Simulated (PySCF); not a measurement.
A calculated (UHF, PySCF 2.14, def2-SVP, the non-relativistic Hamiltonian (point nucleus)) atom or ion has these occupied shells.

```json
{"shell": "1s α", "electrons": "1", "orbital energy (eV)": "-2881.8", "rms radius, mean of both spins (bohr)": "0.106"}
{"shell": "1s β", "electrons": "1", "orbital energy (eV)": "-2880.7", "rms radius, mean of both spins (bohr)": "0.106"}
{"shell": "2s α", "electrons": "1", "orbital energy (eV)": "-316.82", "rms radius, mean of both spins (bohr)": "0.481"}
{"shell": "2s β", "electrons": "1", "orbital energy (eV)": "-315.72", "rms radius, mean of both spins (bohr)": "0.481"}
{"shell": "2p α", "electrons": "3", "orbital energy (eV)": "-248.36", "rms radius, mean of both spins (bohr)": "0.451"}
{"shell": "2p β", "electrons": "3", "orbital energy (eV)": "-246.38", "rms radius, mean of both spins (bohr)": "0.451"}
{"shell": "3s α", "electrons": "1", "orbital energy (eV)": "-57.526", "rms radius, mean of both spins (bohr)": "1.57"}
{"shell": "3s β", "electrons": "1", "orbital energy (eV)": "-46.741", "rms radius, mean of both spins (bohr)": "1.57"}
{"shell": "3p α", "electrons": "3", "orbital energy (eV)": "-39.649", "rms radius, mean of both spins (bohr)": "1.77"}
```

Question: Name the element and its charge.

Answer: Cl²⁺ (chlorine, charge +2), in [Ne] 3s2 3p3, high-spin 4S determinant.
